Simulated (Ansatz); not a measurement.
The inner images of a band of BrF2HSi + CH4 (10 atoms, charge 0, multiplicity 1) are given out of order.

Theory: RKS r2SCAN-D4/def2-SVP (Ansatz 0.2.0).

Image 0:

```xyz
10
Properties=species:S:1:pos:R:3
Si -1.784 -0.149 -0.639
Br -1.591 -2.158 0.216
F -0.564 0.119 -1.650
F -1.687 0.940 0.541
H -3.061 0.016 -1.352
H 1.574 -0.806 0.312
C 1.738 0.247 0.577
H 2.586 0.321 1.270
H 0.837 0.650 1.059
H 1.951 0.821 -0.334
```

Image 8:

```xyz
10
Properties=species:S:1:pos:R:3
Si -0.776 0.634 -0.305
Br 0.295 -3.249 0.069
F -0.552 -0.428 -1.528
F -1.098 2.050 -1.017
H -1.986 0.208 0.433
H 0.007 -2.294 -0.956
C 0.780 0.752 0.673
H 1.042 -0.229 1.101
H 0.674 1.473 1.498
H 1.613 1.083 0.032
```

Put them in order from the first end to the last, with their energies above the first end.
A.
```xyz
10
Properties=species:S:1:pos:R:3
Si -0.785 0.551 -0.412
Br -0.346 -3.062 0.049
F -0.540 -0.130 -1.859
F -1.193 2.090 -0.697
H -1.934 -0.111 0.240
H 0.503 -1.922 -0.023
C 0.814 0.607 0.526
H 1.273 -0.354 0.806
H 0.663 1.173 1.459
H 1.545 1.158 -0.088
```
B.
```xyz
10
Properties=species:S:1:pos:R:3
Si -1.777 -0.192 -0.805
Br -1.435 -2.182 0.048
F -0.893 -0.026 -2.136
F -1.291 0.933 0.235
H -3.199 0.014 -1.119
H 1.294 -0.703 0.569
C 1.720 0.292 0.756
H 2.754 0.182 1.108
H 1.120 0.805 1.517
H 1.707 0.877 -0.173
```
C.
```xyz
10
Properties=species:S:1:pos:R:3
Si -0.793 0.386 -0.440
Br -0.301 -2.708 -0.055
F -0.594 -0.121 -1.960
F -1.062 1.974 -0.554
H -1.999 -0.196 0.185
H 0.328 -1.434 0.274
C 0.844 0.430 0.499
H 1.497 -0.394 0.836
H 0.618 1.027 1.397
H 1.462 1.037 -0.182
```
D.
```xyz
10
Properties=species:S:1:pos:R:3
Si -0.882 0.126 -0.475
Br -0.442 -2.454 -0.169
F -0.613 -0.097 -2.046
F -0.942 1.761 -0.456
H -2.124 -0.181 0.242
H 0.414 -0.860 0.301
C 0.926 0.286 0.543
H 1.719 -0.377 0.935
H 0.563 0.900 1.378
H 1.381 0.894 -0.252
```
E.
```xyz
10
Properties=species:S:1:pos:R:3
Si -1.233 -0.131 -0.652
Br -0.716 -2.316 -0.220
F -0.868 -0.114 -2.219
F -0.848 1.408 -0.286
H -2.581 -0.149 -0.086
H 0.607 -0.538 0.386
C 1.256 0.290 0.695
H 2.106 -0.251 1.116
H 0.741 0.905 1.440
H 1.536 0.895 -0.174
```
F.
```xyz
10
Properties=species:S:1:pos:R:3
Si -1.588 -0.197 -0.822
Br -0.965 -2.196 -0.135
F -1.158 -0.092 -2.366
F -0.911 1.075 -0.109
H -3.026 -0.074 -0.576
H 0.918 -0.556 0.535
C 1.538 0.303 0.805
H 2.465 -0.076 1.246
H 0.984 0.922 1.521
H 1.744 0.892 -0.098
```
G.
```xyz
10
Properties=species:S:1:pos:R:3
Si -0.772 0.595 -0.344
Br -0.151 -3.121 0.235
F -0.481 -0.258 -1.702
F -1.200 2.080 -0.820
H -1.936 -0.017 0.333
H 0.290 -2.133 -0.692
C 0.809 0.692 0.602
H 1.189 -0.305 0.873
H 0.683 1.270 1.530
H 1.570 1.197 -0.016
```

B (+0.03 eV), F (+0.24 eV), E (+1.28 eV), D (+2.42 eV), C (+1.41 eV), A (+1.00 eV), G (+0.83 eV).

Run time: 6.2 min on 4 threads of Arm Neoverse N1, with other jobs on the host, peak memory 0.21 GiB.
